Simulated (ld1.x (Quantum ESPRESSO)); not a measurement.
**An all-electron radial function and its pseudo partner (B (Z = 5))**

Columns: radius, all-electron u(r) and pseudo u(r) of the 2p shell (level -3.56 eV) of boron in the configuration [He] 2s2 2p1; PBEsol, scalar-relativistic, TM scheme, ld1.x (Quantum ESPRESSO) 7.5.

```
r (bohr)  all-electron  pseudo
   0.195        0.0830  0.0230
   0.390        0.2242  0.0887
   0.585        0.3554  0.1878
   0.780        0.4597  0.3060
   0.975        0.5371  0.4269
   1.170        0.5882  0.5345
   1.365        0.6163  0.6166
   1.560        0.6259  0.6667
   1.755        0.6214  0.6846
   1.950        0.6065  0.6751
   2.145        0.5842  0.6458
   2.340        0.5571  0.6049
   2.535        0.5268  0.5595
   2.730        0.4948  0.5143
   2.925        0.4622  0.4721
   3.120        0.4298  0.4338
   3.315        0.3982  0.3994
   3.510        0.3678  0.3680
   3.705        0.3390  0.3390
   3.900        0.3117  0.3117
   4.095        0.2862  0.2862
   4.290        0.2625  0.2625
   4.485        0.2404  0.2404
   4.680        0.2200  0.2200
   4.875        0.2011  0.2011
   5.070        0.1838  0.1838
```

Problem. How many radial nodes do the two functions have?

Solution. The all-electron 2p function has n − l − 1 = 0; the pseudo-wave has 0.

Problem. At about which radius was the pseudo-wave matched?

Solution. 3.90 bohr. The columns agree to 0.0005 from 3.51 bohr on; several derivatives are matched, so the curves merge somewhat inside the radius.

Problem. Is the pseudo-wave norm-conserving?

Solution. Yes: the TM scheme keeps the norm inside the radius equal to the all-electron one, which fixes the energy derivative of the logarithmic derivative at the level.
